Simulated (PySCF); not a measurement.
Members of one family of related compounds. Computed with TDDFT CAM-B3LYP/def2-SVPD, vertical, gas phase, core orbitals frozen in the response (PySCF 2.14.0, density-fitted response routines). Geometries: PBE0-D3(BJ)/def2-SVP; one conformer of each isolated species. Triplets are in the Tamm–Dancoff approximation. Relativistic effects are left out although some hold elements past zinc.

Problem. Rank by computed lowest singlet excitation energy, highest first.
A. `C#[C][GeH2][n]1cccc1`
B. `C#[C][GeH2][C](F)=C(F)F`
C. `[C](#C)[GeH2][NH]C(=O)C`
D. `C#[C][GeH2][O][SiH3]`
E. `c1ncc[c](c1)[GeH2][C]#C`
F. `C#[C][GeH2][C](=O)C(F)(F)F`

Solution. B (6.05 eV), D (5.88 eV), C (5.70 eV), A (5.36 eV), E (4.83 eV), F (3.52 eV).

```tsv
SMILES	S1 (eV)	α (au)	LUMO (eV)	f (S1)	first f ≥ 0.01 (nm)	S1 mainly
C#[C][GeH2][C](F)=C(F)F	6.05	76.7	0.54	0.000	180	H-1→L (28%)
C#[C][GeH2][O][SiH3]	5.88	79.8	0.24	0.000	170	H→L (58%)
C#[C][GeH2][NH]C(C)=O	5.70	85.4	0.63	0.000	178	H→L+2 (48%)
C#[C][GeH2][n]1cccc1	5.36	101.4	0.48	0.000	209	H→L (95%)
C#[C][GeH2][c]1ccncc1	4.83	112.9	-0.15	0.006	227	H→L (93%)
C#[C][GeH2][C](=O)C(F)(F)F	3.52	80.0	-1.11	0.001	174	H→L (87%)
```

H and L stand for HOMO and LUMO.

Mean S1 by what the SMILES shows (count): a double or triple bond but no aromatic ring 5.29 eV (4); an aromatic ring 5.09 eV (2).

- `C#[C][GeH2][C](F)=C(F)F`: Löwdin shares by element: HOMO carbon 58% or more, fluorine 25% or more (atoms not listed hold the other 17%); LUMO carbon 41% or more, germanium 23% (atoms not listed hold the other 36%).
- `C#[C][GeH2][O][SiH3]`: Löwdin shares by element: HOMO carbon 54%, oxygen 12%, germanium 10% (atoms not listed hold the other 24%); LUMO carbon 34%, germanium 24%, oxygen 11% (atoms not listed hold the other 31%).
- `C#[C][GeH2][NH]C(C)=O`: Löwdin shares by element: HOMO oxygen 63%, carbon 18% or more, nitrogen 6%; LUMO germanium 26%, carbon 24% or more, hydrogen 11% or more (atoms not listed hold the other 39%).
- `C#[C][GeH2][n]1cccc1`: Löwdin shares by element: HOMO carbon 84% or more (atoms not listed hold the other 16%); LUMO carbon 43% or more, germanium 28%, hydrogen 7% or more (atoms not listed hold the other 22%).
- `C#[C][GeH2][c]1ccncc1`: Löwdin shares by element: HOMO nitrogen 52%, carbon 27% or more (atoms not listed hold the other 21%); LUMO carbon 44% or more, nitrogen 19% (atoms not listed hold the other 37%).
- `C#[C][GeH2][C](=O)C(F)(F)F`: Löwdin shares by element: HOMO oxygen 37%, carbon 24% or more, germanium 12% (atoms not listed hold the other 27%); LUMO carbon 43% or more, oxygen 34%, germanium 9%.
